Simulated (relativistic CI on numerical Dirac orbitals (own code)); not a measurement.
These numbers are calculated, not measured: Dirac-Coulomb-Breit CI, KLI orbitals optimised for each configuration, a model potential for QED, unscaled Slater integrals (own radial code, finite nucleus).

Configurations in the expansion (outside the closed core [Ne]): 3s2.3p6.3d2, 3s2.3p5.3d3, 3s.3p6.3d3, 3s2.3p6.3d.4s, 3s2.3p6.3d.4p, 3s2.3p6.3d.4d, 3s2.3p5.3d2.4s, 3s2.3p6.3d.4f, 3s2.3p5.3d2.4p, 3s2.3p5.3d2.4d, 3s.3p6.3d2.4s, 3p6.3d3.4p, 3s.3p6.3d2.4p, 3s2.3p6.4s2, 3s2.3p6.4s.4p, 3s2.3p6.3d.5s, 3s2.3p6.3d.5d, 3s2.3p6.3d.5g, 3p6.3d4, 3p5.3d5, 3p5.3d4.4s, 3p6.3d3.4s, 3p5.3d3.4s2, 3s2.3p6.4p2, 3s2.3p5.4s.4p2, 3s2.3p6.4s.4d, 3s2.3p5.4s2.4d, 3s.3p6.3d.4s2, 3s.3p6.4s2.4p, 3s.3p6.4s2.4d. Double excitations out of closed p, d and f shells are left out; levels of such configurations are missing from the list, as are those of other unlisted configurations, and high levels can miss mixing partners. These lack a partner that the ground configuration has and come out too high: 3s2.3p5.3d2.4p, 3s2.3p5.3d2.4d.

At this charge energies of transitions that change n are usually good to better than 1 %, and those within a shell (Δn = 0) to a few per cent.

Outline of the computed level scheme of Ho XLVIII. Lowest level of each configuration: 3s2.3p6.3d2 3F_2 at 0.000 eV; 3s2.3p5.3d3 3D°_2 at 237.552 eV.

Some strong electric-dipole decays among the lowest 45 levels: 3s2.3p5.3d3 3G°_3 → 3s2.3p6.3d2 3F_2 (8.2e+11 s⁻¹); 3s2.3p5.3d3 3F°_2 → 3s2.3p6.3d2 3F_2 (6.9e+11 s⁻¹); 3s2.3p5.3d3 3D°_1 → 3s2.3p6.3d2 3F_2 (4.9e+11 s⁻¹); 3s2.3p5.3d3 3D°_3 → 3s2.3p6.3d2 3F_2 (1.3e+11 s⁻¹); 3s2.3p5.3d3 3D°_1 → 3s2.3p6.3d2 3P_0 (4.5e+10 s⁻¹); 3s2.3p5.3d3 3P°_2 → 3s2.3p6.3d2 3F_2 (4.4e+10 s⁻¹); 3s2.3p5.3d3 3D°_2 → 3s2.3p6.3d2 3P_1 (4.0e+10 s⁻¹); 3s2.3p5.3d3 3G°_3 → 3s2.3p6.3d2 3P_2 (2.7e+10 s⁻¹).

LS names give the leading component of a level, which can be under half, so a name can repeat, a term be missing and a line seem to break the LS rules.
